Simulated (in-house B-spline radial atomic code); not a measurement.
Rh³⁺ is squeezed into an impenetrable sphere of radius R (the orbitals vanish at R). Computed with an all-electron radial atomic-structure program (B-spline basis): Dirac-Hartree-Fock, average of configuration, Fermi nucleus of rms radius 4.4945 fm.

Energies in eV above the free ion in [Kr] 4d6:

```csv
R (bohr),highest level (eV),[Kr] 4d6,[Ar] 3d9 4s2 4p6 4d6 4f1,[Ar] 3d10 4s2 4p5 4d6 4f1
8.65,-46.4,0,344.1,82.83
6.75,-46.4,0.0001576,344.6,83.34
4.73,-46.3,0.06252,347.6,86.32
4.11,-46.1,0.3509,350.2,88.9
3.32,-44.8,2.952,357.3,96.55
3.29,-44.7,3.198,357.8,97.06
2.68,-40.1,16.67,376.6,117.8
2.39,-34.5,37.77,400.9,144.4
1.62,24.5,404.4,782.4,535.3
1.45,63.2,717.5,1104,853.7
```

Does [Ar] 3d9 4s2 4p6 4d6 4f1 fall below [Kr] 4d6 under compression?

No, it stays above over the whole range.

Does [Ar] 3d10 4s2 4p5 4d6 4f1 fall below [Kr] 4d6 under compression?

No, it stays above over the whole range.

The highest level is first positive in the row R = 1.62 bohr, pushed up by confinement above the zero of the free ion's potential. Each configuration is held fixed and needn't be the lowest in the sphere.
